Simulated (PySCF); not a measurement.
Identify the unknown among the candidates.

All candidates are C5H7NO2S.

* UV, first state: lowest singlet excitation: 4.70 eV (264 nm, f = 0.124) [TDDFT B3LYP/def2-SVPD]
* Triplet: lowest triplet excitation (Tamm–Dancoff): 3.46 eV [TDA B3LYP/def2-SVPD]
* Polarisability: 97.4 au [B3LYP/def2-SVPD]
* Dipole: 4.17 D [B3LYP/def2-SVPD]
* 13C NMR: chemical shifts (computed TMS as zero) by class: 167.0 (1 C), 142.6 (1 C), 131.4 (1 C), 110.5 (1 C), 49.9 (1 C) ppm [GIAO PBE0/pcSseg-1]
* Rotational structure: rotational constants A, B, C: 3.360, 0.848, 0.738 GHz [GFN2-xTB]
* 1H NMR: chemical shifts (computed TMS as zero) by class: 7.30 (1 H), 6.75 (1 H), 2.94 (2 H), 2.53 (3 H) ppm [GIAO PBE0/pcSseg-1]
* NMR, other nuclei: isotropic shieldings of nuclei other than C and H, by class: 216 (1 N), 67 (1 O), 305 (1 O), 178 (1 S) ppm [GIAO PBE0/pcSseg-1]

The electronic properties come from PySCF, for the isolated species, density fitting. Levels stand in brackets. Isolated species at its GFN2-xTB geometry (one conformer only). Each NMR value is the plain mean over a class of atoms that symmetry, rotation or inversion makes alike.

**Question.** Which candidate is it?
A. `NC(=O)C1=C[S@@](=O)CC1`
B. `CN(C)c1coc(=O)s1`
C. `C[S@@](=O)c1cc(N)co1`

**Answer.** C. It is `C[S@@](=O)c1cc(N)co1`. Numbering: `[CH3:1][S@@:2](=[O:3])[c:4]1[cH:5][c:6]([NH2:7])[cH:8][o:9]1`. 5 carbons fall into 5 classes; from least to most shielded: substituted aromatic carbon [C4] (167.0 ppm), aromatic carbon bearing nitrogen [C6] (142.6 ppm), aromatic CH next to a ring oxygen [C8] (131.4 ppm), aromatic CH carbon [C5] (110.5 ppm), S-methyl carbon [C1] (49.9 ppm). Hydrogen classes from least to most shielded: 1 H on an aromatic CH next to a ring oxygen, C8 (7.30 ppm), 1 H on an aromatic CH carbon, C5 (6.75 ppm), 2 H on an aniline-type nitrogen, N7 (2.94 ppm), 3 H on an S-methyl carbon, C1 (2.53 ppm). The other shieldings belong to: 216 ppm, aniline-type nitrogen [N7]; 67 ppm, furan-type oxygen [O9]; 305 ppm, sulfinyl oxygen [O3]; 178 ppm, sulfinyl sulfur [S2]. S1 is mainly HOMO→LUMO (weight 0.95); the largest Löwdin shares of the orbital it empties are 0.27 on the aromatic CH next to a ring oxygen, 0.20 on the aniline-type nitrogen, 0.15 on the aromatic carbon bearing nitrogen and 0.10 on the substituted aromatic carbon, of the orbital it fills 0.18 on the substituted aromatic carbon, 0.15 on the sulfinyl sulfur, 0.15 on the aromatic CH carbon and 0.13 on the furan-type oxygen. The optimised geometry has point group C1 and is an asymmetric top.

The others, at the same levels:
- `NC(=O)C1=C[S@@](=O)CC1` fails: its computed 13C shifts are 166.6 (1 C), 157.7 (1 C), 145.1 (1 C), 57.6 (1 C), 37.8 (1 C) ppm, 1H shifts are 6.95 (1 H), 5.60 (1 H), 4.81 (1 H), 3.63 (1 H), 3.60 (1 H), 2.85 (1 H), 2.42 (1 H) ppm and rotational constant A is 3.148 GHz (against 3.360 GHz).
- `CN(C)c1coc(=O)s1` fails: it has 4 carbon classes against 5; its computed 13C shifts are 169.0 (1 C), 146.7 (1 C), 112.2 (1 C), 42.2 (2 C) ppm and 1H shifts are 5.78 (1 H), 2.72 (6 H) ppm.

Each candidate is one conformer, not necessarily the lowest. The conformers computed, where there is a choice (atom-mapped SMILES and torsion angles):
- `[CH3:1][S@@:2](=[O:3])[c:4]1[cH:5][c:6]([NH2:7])[cH:8][o:9]1`: C1–S2–C4–C5 -116°, H–N7–C6–C5 161°, H–N7–C6–C5 27°
- `[NH2:1][C:2](=[O:3])[C:4]1=[CH:5][S@@:6](=[O:7])[CH2:8][CH2:9]1`: N1–C2–C4–C5 -36°, H–N1–C2–O3 2°, H–N1–C2–O3 174°
- `[CH3:1][N:2]([CH3:3])[c:4]1[cH:5][o:6][c:7](=[O:8])[s:9]1`: C1–N2–C4–C5 -10°
